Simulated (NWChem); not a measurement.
System: C₂H₆BeFN; SMILES C[N](C)[Be][F]

NWChem input:

```
start job
memory heap 200 mb stack 900 mb global 1100 mb
geometry units angstroms noautosym nocenter noautoz
  Be    -0.000101     1.072088     0.000000
  F     -0.000199     2.459933     0.000000
  N      0.000170    -0.433457     0.000000
  C     -0.000016    -1.237512    -1.210439
  C     -0.000016    -1.237512     1.210439
  H     -0.888135    -1.889074    -1.269137
  H      0.886803    -1.890938    -1.267967
  H      0.001201    -0.599909    -2.102264
  H      0.886803    -1.890938     1.267967
  H     -0.888135    -1.889074     1.269137
  H      0.001201    -0.599909     2.102264
end
basis spherical
  Be library pcsseg-1
  F library pcsseg-1
  N library pcsseg-1
  C library pcsseg-1
  H library pcsseg-1
end
dft
  xc bhlyp
  iterations 150
end
property
  shielding 6 1 2 3 4 6 8
end
task dft property
```

The geometry was optimised at B3LYP/6-31G* (spherical d).

GIAO values for the isolated, static molecule; σ is the absolute isotropic shielding, δ = σ(reference) − σ with the isolated reference molecule computed at the same levels (13C: tetramethylsilane, 19F: trichlorofluoromethane, 1H: tetramethylsilane, 15N: ammonia).

Atoms are numbered as in the input.

Problem. Give the results of this calculation. (BHandHLYP/pcSseg-1, GIAO.) Quantities: σ Be1 (ppm); δ F2 (ppm); δ N3 (ppm); δ C4 (ppm); δ H6 (rotor mean) (ppm).

Solution. 
```
Property                  Value
-----------------------  ------
σ Be1 (ppm)               104.5
δ F2 (ppm)               -173.5
δ N3 (ppm)                 24.7
δ C4 (ppm)                 39.8
δ H6 (rotor mean) (ppm)    2.47
```
